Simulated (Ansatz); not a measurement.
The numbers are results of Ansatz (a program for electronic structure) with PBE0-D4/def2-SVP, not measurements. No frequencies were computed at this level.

Ansatz 0.2 input:
```yaml
crystal:
  periodic: [false, false, false]
  atoms:
    - { symbol: B, position_ang: [-2.072176, -0.768411, -0.061221] }
    - { symbol: C, position_ang: [-0.764893, 0.024877, 0.055091] }
    - { symbol: C, position_ang: [-0.6966, 1.356483, 0.387177] }
    - { symbol: S, position_ang: [0.898059, 1.978467, 0.441754] }
    - { symbol: C, position_ang: [1.532126, 0.41779, 0.006981] }
    - { symbol: S, position_ang: [3.269637, 0.21282, -0.156283] }
    - { symbol: C, position_ang: [0.547544, -0.499845, -0.161652] }
    - { symbol: H, position_ang: [-3.091133, -0.232141, 0.137254] }
    - { symbol: H, position_ang: [-2.042155, -1.901164, -0.346711] }
    - { symbol: H, position_ang: [-1.514806, 2.014121, 0.606005] }
    - { symbol: H, position_ang: [3.201767, -1.078906, -0.475771] }
    - { symbol: H, position_ang: [0.73263, -1.524089, -0.432625] }
basis:
  gaussian: { orbitals: def2-svp }
hamiltonian:
  xc: pbe0
  dispersion: d4
relax:
  max_steps: 150
```

Output:

```
[...]
1460 factors; integrals over basis functions are off by at most 4.3e-4 eV
mean field -26551.66603349 eV, -975.7557293651 hartree, gradient 1.0e-5 eV, S^2 0.000000; 0 other end points of the search recorded, 0 dependent functions left out
reference -26551.66606113 eV, -975.7557303809 hartree; 33, 33 occupied and 98, 98 virtual orbitals, 1460 factors
relax step  20: F+E_penalty+E_count = -26552.00579955 eV  Δ(F+E_penalty+E_count) = -5.710e-4 eV  max|allowed force component| = 1.774e-1 eV/Å  Δτ_max = 0.0408 Å  (33 SCF iters, accepted)
these checks for a lower state are left out or cut short: starts, cluster_reference, orbital_swaps, neighbouring_geometries, increment
1460 factors; integrals over basis functions are off by at most 4.3e-4 eV
mean field -26551.67279351 eV, -975.7559777914 hartree, gradient 7.8e-6 eV, S^2 0.000000; 0 other end points of the search recorded, 0 dependent functions left out
reference -26551.67282127 eV, -975.7559788113 hartree; 33, 33 occupied and 98, 98 virtual orbitals, 1460 factors
relax step  21: F+E_penalty+E_count = -26552.01240602 eV  Δ(F+E_penalty+E_count) = -6.606e-3 eV  max|allowed force component| = 1.141e-1 eV/Å  Δτ_max = 0.2000 Å  (31 SCF iters, accepted)
these checks for a lower state are left out or cut short: starts, cluster_reference, orbital_swaps, neighbouring_geometries, increment
1460 factors; integrals over basis functions are off by at most 4.1e-4 eV
mean field -26551.68242421 eV, -975.7563317128 hartree, gradient 1.9e-5 eV, S^2 0.000000; 0 other end points of the search recorded, 0 dependent functions left out
reference -26551.68245205 eV, -975.7563327360 hartree; 33, 33 occupied and 98, 98 virtual orbitals, 1460 factors
relax step  22: F+E_penalty+E_count = -26552.02209571 eV  Δ(F+E_penalty+E_count) = -9.690e-3 eV  max|allowed force component| = 2.035e-1 eV/Å  Δτ_max = 0.1909 Å  (31 SCF iters, accepted)
these checks for a lower state are left out or cut short: starts, cluster_reference, orbital_swaps, neighbouring_geometries, increment
1460 factors; integrals over basis functions are off by at most 3.9e-4 eV
mean field -26551.66543914 eV, -975.7557075233 hartree, gradient 8.0e-6 eV, S^2 0.000000; 0 other end points of the search recorded, 0 dependent functions left out
reference -26551.66546691 eV, -975.7557085438 hartree; 33, 33 occupied and 98, 98 virtual orbitals, 1460 factors
relax step  23: F+E_penalty+E_count = -26552.00496665 eV  Δ(F+E_penalty+E_count) = +1.713e-2 eV  max|allowed force component| = 1.026e0 eV/Å  Δτ_max = 0.1913 Å  (31 SCF iters, rejected (line search))
these checks for a lower state are left out or cut short: starts, cluster_reference, orbital_swaps, neighbouring_geometries, increment
1460 factors; integrals over basis functions are off by at most 4.1e-4 eV
mean field evaluation 160: about -26551.5878 eV, gradient 3.4e0 eV
mean field -26551.68963087 eV, -975.7565965528 hartree, gradient 1.6e-5 eV, S^2 0.000000; 0 other end points of the search recorded, 0 dependent functions left out
reference -26551.68965871 eV, -975.7565975759 hartree; 33, 33 occupied and 98, 98 virtual orbitals, 1460 factors
relax step  24: F+E_penalty+E_count = -26552.02920674 eV  Δ(F+E_penalty+E_count) = -7.111e-3 eV  max|allowed force component| = 1.790e-1 eV/Å  Δτ_max = 0.0957 Å  (32 SCF iters, accepted)
these checks for a lower state are left out or cut short: starts, cluster_reference, orbital_swaps, neighbouring_geometries, increment
1460 factors; integrals over basis functions are off by at most 4.1e-4 eV
mean field -26551.69740569 eV, -975.7568822722 hartree, gradient 1.6e-5 eV, S^2 0.000000; 0 other end points of the search recorded, 0 dependent functions left out
reference -26551.69743353 eV, -975.7568832953 hartree; 33, 33 occupied and 98, 98 virtual orbitals, 1460 factors
relax step  25: F+E_penalty+E_count = -26552.03681887 eV  Δ(F+E_penalty+E_count) = -7.612e-3 eV  max|allowed force component| = 1.602e-1 eV/Å  Δτ_max = 0.1000 Å  (32 SCF iters, accepted)
these checks for a lower state are left out or cut short: starts, cluster_reference, orbital_swaps, neighbouring_geometries, increment
1460 factors; integrals over basis functions are off by at most 4.0e-4 eV
mean field -26551.70279713 eV, -975.7570804038 hartree, gradient 1.1e-5 eV, S^2 0.000000; 0 other end points of the search recorded, 0 dependent functions left out
reference -26551.70282502 eV, -975.7570814287 hartree; 33, 33 occupied and 98, 98 virtual orbitals, 1460 factors
relax step  26: F+E_penalty+E_count = -26552.04197277 eV  Δ(F+E_penalty+E_count) = -5.154e-3 eV  max|allowed force component| = 3.472e-1 eV/Å  Δτ_max = 0.1480 Å  (32 SCF iters, accepted)
these checks for a lower state are left out or cut short: starts, cluster_reference, orbital_swaps, neighbouring_geometries, increment
1460 factors; integrals over basis functions are off by at most 3.9e-4 eV
mean field -26551.69802716 eV, -975.7569051106 hartree, gradient 1.5e-5 eV, S^2 0.000000; 0 other end points of the search recorded, 0 dependent functions left out
reference -26551.69805511 eV, -975.7569061378 hartree; 33, 33 occupied and 98, 98 virtual orbitals, 1460 factors
relax step  27: F+E_penalty+E_count = -26552.03716723 eV  Δ(F+E_penalty+E_count) = +4.806e-3 eV  max|allowed force component| = 7.151e-1 eV/Å  Δτ_max = 0.1556 Å  (32 SCF iters, rejected (line search))
these checks for a lower state are left out or cut short: starts, cluster_reference, orbital_swaps, neighbouring_geometries, increment
1460 factors; integrals over basis functions are off by at most 4.0e-4 eV
mean field evaluation 192: about -26551.7135 eV, gradient 3.8e-4 eV
mean field -26551.71348122 eV, -975.7574730369 hartree, gradient 1.1e-5 eV, S^2 0.000000; 0 other end points of the search recorded, 0 dependent functions left out
reference -26551.71350920 eV, -975.7574740652 hartree; 33, 33 occupied and 98, 98 virtual orbitals, 1460 factors
relax step  28: F+E_penalty+E_count = -26552.05275377 eV  Δ(F+E_penalty+E_count) = -1.078e-2 eV  max|allowed force component| = 1.077e-1 eV/Å  Δτ_max = 0.0762 Å  (32 SCF iters, accepted)
these checks for a lower state are left out or cut short: starts, cluster_reference, orbital_swaps, neighbouring_geometries, increment
1460 factors; integrals over basis functions are off by at most 3.9e-4 eV
mean field -26551.72035799 eV, -975.7577257537 hartree, gradient 1.6e-5 eV, S^2 0.000000; 0 other end points of the search recorded, 0 dependent functions left out
reference -26551.72038602 eV, -975.7577267839 hartree; 33, 33 occupied and 98, 98 virtual orbitals, 1460 factors
relax step  29: F+E_penalty+E_count = -26552.05970821 eV  Δ(F+E_penalty+E_count) = -6.954e-3 eV  max|allowed force component| = 5.992e-2 eV/Å  Δτ_max = 0.1000 Å  (32 SCF iters, accepted)
these checks for a lower state are left out or cut short: starts, cluster_reference, orbital_swaps, neighbouring_geometries, increment
1460 factors; integrals over basis functions are off by at most 5.2e-4 eV
mean field -26551.72275143 eV, -975.7578137110 hartree, gradient 1.1e-5 eV, S^2 0.000000; 0 other end points of the search recorded, 0 dependent functions left out
reference -26551.72277947 eV, -975.7578147415 hartree; 33, 33 occupied and 98, 98 virtual orbitals, 1460 factors
relax step  30: F+E_penalty+E_count = -26552.06211152 eV  Δ(F+E_penalty+E_count) = -2.403e-3 eV  max|allowed force component| = 4.390e-1 eV/Å  Δτ_max = 0.1437 Å  (32 SCF iters, accepted)
these checks for a lower state are left out or cut short: starts, cluster_reference, orbital_swaps, neighbouring_geometries, increment
1460 factors; integrals over basis functions are off by at most 9.9e-4 eV
mean field -26551.72593038 eV, -975.7579305353 hartree, gradient 1.7e-5 eV, S^2 0.000000; 0 other end points of the search recorded, 0 dependent functions left out
reference -26551.72595864 eV, -975.7579315737 hartree; 33, 33 occupied and 98, 98 virtual orbitals, 1460 factors
relax step  31: F+E_penalty+E_count = -26552.06517293 eV  Δ(F+E_penalty+E_count) = -3.061e-3 eV  max|allowed force component| = 2.008e-1 eV/Å  Δτ_max = 0.2000 Å  (32 SCF iters, accepted)
these checks for a lower state are left out or cut short: starts, cluster_reference, orbital_swaps, neighbouring_geometries, increment
1460 factors; integrals over basis functions are off by at most 6.2e-4 eV
mean field -26551.67338720 eV, -975.7559996089 hartree, gradient 1.4e-5 eV, S^2 0.000000; 0 other end points of the search recorded, 0 dependent functions left out
reference -26551.67341551 eV, -975.7560006495 hartree; 33, 33 occupied and 98, 98 virtual orbitals, 1460 factors
relax step  32: F+E_penalty+E_count = -26552.01208938 eV  Δ(F+E_penalty+E_count) = +5.308e-2 eV  max|allowed force component| = 1.670e0 eV/Å  Δτ_max = 0.1799 Å  (32 SCF iters, rejected (line search))
these checks for a lower state are left out or cut short: starts, cluster_reference, orbital_swaps, neighbouring_geometries, increment
1460 factors; integrals over basis functions are off by at most 9.5e-4 eV
mean field evaluation 224: about -26551.6823 eV, gradient 3.8e-2 eV
mean field -26551.73446197 eV, -975.7582440654 hartree, gradient 1.0e-5 eV, S^2 0.000000; 0 other end points of the search recorded, 0 dependent functions left out
reference -26551.73449026 eV, -975.7582451049 hartree; 33, 33 occupied and 98, 98 virtual orbitals, 1460 factors
relax step  33: F+E_penalty+E_count = -26552.07357015 eV  Δ(F+E_penalty+E_count) = -8.397e-3 eV  max|allowed force component| = 1.535e-1 eV/Å  Δτ_max = 0.0841 Å  (32 SCF iters, accepted)
these checks for a lower state are left out or cut short: starts, cluster_reference, orbital_swaps, neighbouring_geometries, increment
1460 factors; integrals over basis functions are off by at most 7.6e-4 eV
mean field -26551.73293687 eV, -975.7581880191 hartree, gradient 1.0e-5 eV, S^2 0.000000; 0 other end points of the search recorded, 0 dependent functions left out
reference -26551.73296516 eV, -975.7581890586 hartree; 33, 33 occupied and 98, 98 virtual orbitals, 1460 factors
relax step  34: F+E_penalty+E_count = -26552.07236441 eV  Δ(F+E_penalty+E_count) = +1.206e-3 eV  max|allowed force component| = 1.311e-1 eV/Å  Δτ_max = 0.0600 Å  (32 SCF iters, rejected (line search))
these checks for a lower state are left out or cut short: starts, cluster_reference, orbital_swaps, neighbouring_geometries, increment
1460 factors; integrals over basis functions are off by at most 8.7e-4 eV
mean field -26551.73533431 eV, -975.7582761233 hartree, gradient 9.7e-6 eV, S^2 0.000000; 0 other end points of the search recorded, 0 dependent functions left out
reference -26551.73536259 eV, -975.7582771625 hartree; 33, 33 occupied and 98, 98 virtual orbitals, 1460 factors
relax step  35: F+E_penalty+E_count = -26552.07457115 eV  Δ(F+E_penalty+E_count) = -1.001e-3 eV  max|allowed force component| = 3.760e-2 eV/Å  Δτ_max = 0.0300 Å  (33 SCF iters, accepted)
these checks for a lower state are left out or cut short: starts, cluster_reference, orbital_swaps, neighbouring_geometries, increment
1460 factors; integrals over basis functions are off by at most 7.9e-4 eV
mean field -26551.73548152 eV, -975.7582815333 hartree, gradient 9.8e-6 eV, S^2 0.000000; 0 other end points of the search recorded, 0 dependent functions left out
reference -26551.73550980 eV, -975.7582825725 hartree; 33, 33 occupied and 98, 98 virtual orbitals, 1460 factors
relax step  36: F+E_penalty+E_count = -26552.07475227 eV  Δ(F+E_penalty+E_count) = -1.811e-4 eV  max|allowed force component| = 1.554e-2 eV/Å  Δτ_max = 0.0218 Å  (34 SCF iters, accepted)
these checks for a lower state are left out or cut short: starts, cluster_reference, orbital_swaps, neighbouring_geometries, increment
1460 factors; integrals over basis functions are off by at most 7.3e-4 eV
mean field evaluation 256: about -26551.7355 eV, gradient 1.7e-5 eV
mean field -26551.73553938 eV, -975.7582836593 hartree, gradient 1.7e-5 eV, S^2 0.000000; 0 other end points of the search recorded, 0 dependent functions left out
reference -26551.73556765 eV, -975.7582846984 hartree; 33, 33 occupied and 98, 98 virtual orbitals, 1460 factors
relax step  37: F+E_penalty+E_count = -26552.07480324 eV  Δ(F+E_penalty+E_count) = -5.097e-5 eV  max|allowed force component| = 3.837e-3 eV/Å  Δτ_max = 0.0127 Å  (26 SCF iters, accepted)
1460 factors; integrals over basis functions are off by at most 7.3e-4 eV
mean field -26551.73553938 eV, -975.7582836593 hartree, gradient 1.7e-5 eV, S^2 0.000000; 1 other end points of the search recorded, 0 dependent functions left out
reference -26551.73556765 eV, -975.7582846984 hartree; 33, 33 occupied and 98, 98 virtual orbitals, 1460 factors
Total energy: -26552.07483152 eV, -975.7707524155 hartree
Atom 0 at    -2.174286    -0.704080    -0.068996 Å, force    -0.000363     0.000991     0.000529 eV/Å
Atom 1 at    -0.800842    -0.030500    -0.002404 Å, force     0.003043     0.001276    -0.000504 eV/Å
Atom 2 at    -0.617817     1.258662     0.482045 Å, force     0.002560    -0.001162    -0.001118 eV/Å
Atom 3 at     1.004281     1.764924     0.437331 Å, force    -0.003837    -0.001638     0.000297 eV/Å
Atom 4 at     1.525141     0.235665    -0.217380 Å, force    -0.002829     0.000797     0.000960 eV/Å
Atom 5 at     3.197835    -0.048648    -0.670862 Å, force     0.002536    -0.001203    -0.001299 eV/Å
Atom 6 at     0.455246    -0.597814    -0.401692 Å, force     0.001419    -0.000960     0.000293 eV/Å
Atom 7 at    -3.154507    -0.108144     0.314753 Å, force    -0.001579     0.000606     0.000281 eV/Å
Atom 8 at    -2.289571    -1.827569    -0.501251 Å, force    -0.000330    -0.001163    -0.000973 eV/Å
Atom 9 at    -1.392607     1.923552     0.866352 Å, force    -0.000419     0.001838     0.001415 eV/Å
Atom 10 at     3.683519    -0.263304     0.574606 Å, force    -0.000019     0.001240     0.000076 eV/Å
Atom 11 at     0.563608    -1.602741    -0.812503 Å, force    -0.000182    -0.000620     0.000044 eV/Å
Dipole moment:     0.117804     0.110126     0.238117 e Å
```

Cost: around 6 core-minutes (rough).
